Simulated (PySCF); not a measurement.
A search over the determinants of MgI

Unrestricted PBE0; Mg x2c-TZVPPall, I x2c-TZVPPall; spin-free X2C with a Gaussian nucleus (PySCF 2.14). Outer shells of the fragments: Mg 3s2; I 4d10 5s2 5p5.

Followed along the bond (rough minima from three points):

| 2Ms+1 | unpaired | ⟨S²⟩ at the start | R at minimum (Å) | Te (eV) |
| --- | --- | --- | --- | --- |
| 2 | σ ↑ | 0.75 | 2.60 | 0.00 |
| 4 | σ ↑, π ↑↑ | 3.75 | none in the scan | ≤ 4.64 |

Solutions found at the starting distance of 2.665 Å, counted from the lowest of them; the search is not exhaustive and high or unbound solutions are not listed, so other states can lie among these:

| 2Ms+1 | unpaired | term | E (eV) | ⟨S²⟩ | ⟨Lz²⟩ | μ (D) |
| --- | --- | --- | --- | --- | --- | --- |
| 2 | σ ↑ | ²Σ⁺ | 0.00 | 0.75 | 0.00 | -3.48 |
| 2 | π ↑ | ²Π | 2.92 | 0.77 | 1.00 | -3.55 |
| 2 | π ↑ | ²Π | 3.26 | 0.75 | 1.01 | 4.12 |
| 4 | σ ↑, π ↑↑ | mixed | 4.82 | 3.75 | 2.01 | 3.10 |
| 4 | σ ↑, π ↑↑ | mixed | 4.97 | 3.75 | 2.01 | 3.35 |
| 4 | σ ↑↑, π ↑ | ⁴Π | 5.79 | 3.75 | 1.00 | 2.57 |

A term symbol is given only where ⟨S²⟩ and ⟨Lz²⟩ are close to those of a pure state; real π, δ and φ orbitals otherwise mix terms. A positive dipole means Mg(−)I(+).

Spin–orbit coupling is left out. Counting both spins, an empty level lies below a filled one in some of these solutions, because spin and occupation are held.
